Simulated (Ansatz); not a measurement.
Reaction (ligand exchange at a B–N bond): `OB[NH][AlH2]` + `N[SiH3]` → `OBN[SiH3]` + `[NH2][AlH2]`

Gas-phase electronic energies from Ansatz, PBE0-D4/def2-TZVP geometries. CCSD(T)/CBS adds triple-zeta CCSD(T) − MP2 to the extrapolated MP2 energy (def2 sets, frozen cores). This one scheme is used for every species. Functionals use def2-TZVPP. One conformer a species, not always the lowest.

Is it downhill or uphill in electronic energy at CCSD(T)/CBS, and by how much? (Best estimate.)

The calculation gave: Downhill: ΔE = -17.0 kJ/mol.

What do these levels give: PBE-D4, B97M-V, r2SCAN0-D4, HF/def2-TZVPP, CCSD(T)/def2-TZVPP, CCSD/CBS(def2)? (Estimate.)

The calculation gave: PBE-D4 -15.8, B97M-V -16.7, r2SCAN0-D4 -16.2, HF/def2-TZVPP -17.1, CCSD(T)/def2-TZVPP -16.5, CCSD/CBS(def2) -17.4 kJ/mol.

Largest T1 diagnostic among the species: 0.012.

Leaving LDA and LC-ωPBE aside and taking each functional with its dispersion term where it has one, the values, not all of them listed here, spread over 2.6 kJ/mol, from CAM-B3LYP-D4 to PBE-QIDH. At CCSD(T), def2-SVP lies −4.5 kJ/mol from the extrapolated value and def2-TZVPP +0.5 kJ/mol.
